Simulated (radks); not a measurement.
Results of a calculation; reference values are marked as such.
Gd45.375+, 18.625 electrons, occupied as [Ne] 3s2 3p(up 3, down 2.625) 3d1 (fractional occupations, a model configuration). Level of theory: scalar-relativistic Kohn-Sham, SCAN, spin-polarised, spherical densities, finite nucleus; open shells are filled with parallel spins first (spin-orbit coupling, left out, can overturn this in heavy ions); meta-GGA in the generalised Kohn-Sham scheme; Fermi nuclear charge, rms radius 5.1569 fm (a radial shooting solver on a logarithmic mesh with Libxc functionals).

Unscreened Slater integrals over Kohn-Sham orbitals (hartree). They are taken over the spin-up orbitals.

| integral | value |
|---|---|
| F0(3d,3d) | 4.5945 |
| F2(3d,3d) | 2.3802 |
| F4(3d,3d) | 1.5411 |
| F0(3d,3p) | 4.2470 |
| F2(3d,3p) | 2.0402 |
| G1(3d,3p) | 2.1502 |
| G3(3d,3p) | 1.4486 |
| F0(3d,3s) | 4.1893 |
| G2(3d,3s) | 1.6362 |
| F0(3d,2p) | 5.8056 |
| F2(3d,2p) | 1.7756 |
| G1(3d,2p) | 1.6723 |
| G3(3d,2p) | 0.96452 |
| F0(3p,3p) | 4.0464 |
| F2(3p,3p) | 2.0303 |
| F0(3p,3s) | 3.9928 |
| G1(3p,3s) | 2.5887 |
| F0(3p,2p) | 5.3575 |
| F2(3p,2p) | 1.3648 |
| G0(3p,2p) | 0.54448 |
| G2(3p,2p) | 0.60091 |
| F0(3s,3s) | 3.9514 |
| F0(3s,2p) | 5.1749 |
| G1(3s,2p) | 0.53421 |
| F0(2p,2p) | 11.177 |
| F2(2p,2p) | 5.3000 |

Derived for the open shells (J is the average intra-shell exchange parameter used in DFT+U). 3p: J = F2/5 = 0.4061 hartree. 3d: Racah B = F2/49 - 5 F4/441 = 0.03110 hartree, C = 35 F4/441 = 0.1223 hartree, C/B = 3.93, F4/F2 = 0.647, J = (F2 + F4)/14 = 0.2801 hartree.
